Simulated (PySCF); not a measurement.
F$_{2}$Mg, singlet, geometry from GFN2-xTB (such geometries of metal compounds can be far from the true shape), atoms displaced at random by about 0.03 Å a coordinate; PySCF with PBE/def2-SVP, gradient.

PySCF was given this input:
```python
from pyscf import gto, scf, dft

mol = gto.Mole()
mol.atom = '''
    Mg    0.40154275   -0.02927469   -0.01740154
    F    -0.43261393    1.17535082   -0.97165032
    F    -0.12030683   -1.15760948    1.10143654
'''
mol.basis = 'def2-svp'
mol.verbose = 4
mol.build()

mf = dft.RKS(mol)
mf.xc = 'pbe'
mf.grids.level = 0
mf.kernel()
g = mf.nuc_grad_method()
g.grid_response = False
grad = g.kernel()
```

Q: Predict the main parts of the log of this PySCF run.

A: 
```
PySCF version 2.14.0

[INPUT] verbose = 4
[INPUT] num. atoms = 3
[INPUT] num. electrons = 30
[INPUT] charge = 0
[INPUT] spin (= nelec alpha-beta = 2S) = 0
[INPUT] symmetry False subgroup None
[INPUT] Mole.unit = angstrom
[INPUT] Symbol           X                Y                Z      unit          X                Y                Z       unit  Magmom
[INPUT]  1 Mg     0.401542750000  -0.029274690000  -0.017401540000 AA    0.758805824805  -0.055321146482  -0.032884144746 Bohr   0.0
[INPUT]  2 F     -0.432613930000   1.175350820000  -0.971650320000 AA   -0.817521845372   2.221091150083  -1.836152993646 Bohr   0.0
[INPUT]  3 F     -0.120306830000  -1.157609480000   1.101436540000 AA   -0.227346959615  -2.187564876400   2.081413404189 Bohr   0.0

nuclear repulsion = 80.5211289839372
number of shells = 20
number of NR pGTOs = 84
number of NR cGTOs = 46
basis = def2-svp
ecp = {}

******** <class 'pyscf.dft.rks.RKS'> ********
method = RKS
initial guess = minao
damping factor = 0
level_shift factor = 0
DIIS = <class 'pyscf.scf.diis.CDIIS'>
diis_start_cycle = 1
diis_space = 8
diis_damp = 0
SCF conv_tol = 1e-09
SCF conv_tol_grad = None
SCF max_cycles = 50
direct_scf = True
direct_scf_tol = 1e-13
XC library pyscf.dft.libxc version 7.1.2
    S. Lehtola, C. Steigemann, M. J. T. Oliveira, and M. A. L. Marques,  SoftwareX 7, 1–5 (2018)
XC functionals = pbe
    J. P. Perdew, K. Burke, and M. Ernzerhof,  Phys. Rev. Lett. 77, 3865 (1996)
    J. P. Perdew, K. Burke, and M. Ernzerhof,  Phys. Rev. Lett. 78, 1396 (1997)
    J. P. Perdew, K. Burke, and M. Ernzerhof,  Phys. Rev. Lett. 77, 3865 (1996)
    J. P. Perdew, K. Burke, and M. Ernzerhof,  Phys. Rev. Lett. 78, 1396 (1997)
radial grids:
    Treutler-Ahlrichs [JCP 102, 346 (1995); DOI:10.1063/1.469408] (M4) radial grids

becke partition: Becke, JCP 88, 2547 (1988); DOI:10.1063/1.454033
pruning grids: <function nwchem_prune>
grids dens level: 0
symmetrized grids: False
atomic radii adjust function: <function treutler_atomic_radii_adjust>
small_rho_cutoff = 0
Set gradient conv threshold to 3.16228e-05
Initial guess from minao.
tot grids = 3800
init E= -399.226032417634
  HOMO = -0.468090525927584  LUMO = -0.114187470925557  gap/eV = 9.63019
cycle= 1 E= -399.077468419691  delta_E= 0.149  |g|= 1.03  |ddm|= 1.92
  HOMO = -0.0733167190227735  LUMO = -0.0531962841307432  gap/eV = 0.54750
cycle= 2 E= -396.549934793581  delta_E= 2.53  |g|= 3.63  |ddm|= 3.14
  HOMO = -0.29621849605062  LUMO = -0.102081779591311  gap/eV = 5.28273
cycle= 3 E= -399.2741428605  delta_E= -2.72  |g|= 0.175  |ddm|= 2.58
  HOMO = -0.257502711408583  LUMO = -0.114723185408522  gap/eV = 3.88523
cycle= 4 E= -399.265006465761  delta_E= 0.00914  |g|= 0.303  |ddm|= 0.36
  HOMO = -0.280605979829631  LUMO = -0.117049555731425  gap/eV = 4.45060
cycle= 5 E= -399.28093876109  delta_E= -0.0159  |g|= 0.039  |ddm|= 0.201
  HOMO = -0.28385975106875  LUMO = -0.116873898667244  gap/eV = 4.54392
cycle= 6 E= -399.28123770825  delta_E= -0.000299  |g|= 0.00799  |ddm|= 0.0298
  HOMO = -0.284939850799345  LUMO = -0.117001738661338  gap/eV = 4.56983
cycle= 7 E= -399.28124968563  delta_E= -1.2e-05  |g|= 0.000694  |ddm|= 0.00564
  HOMO = -0.285015681934643  LUMO = -0.116992690203755  gap/eV = 4.57214
cycle= 8 E= -399.281249772071  delta_E= -8.64e-08  |g|= 2.65e-05  |ddm|= 0.000512
  HOMO = -0.285013822905902  LUMO = -0.116989127522762  gap/eV = 4.57218
cycle= 9 E= -399.281249772225  delta_E= -1.53e-10  |g|= 3.24e-06  |ddm|= 2.92e-05
  HOMO = -0.285013489464223  LUMO = -0.116989236235038  gap/eV = 4.57217
Extra cycle  E= -399.281249772218  delta_E= 6.71e-12  |g|= 7.56e-06  |ddm|= 8.8e-06
converged SCF energy = -399.281249772218

******** <class 'pyscf.grad.rks.Gradients'> for <class 'pyscf.dft.rks.RKS'> ********
unit = Eh/Bohr
grid_response = False
--------------- RKS gradients ---------------
         x                y                z
0 Mg    -0.0010179861    -0.0278906365     0.0256282862
1 F    -0.0081661225    -0.0013575359     0.0057052814
2 F     0.0061750100     0.0415523166    -0.0389784739
----------------------------------------------
```
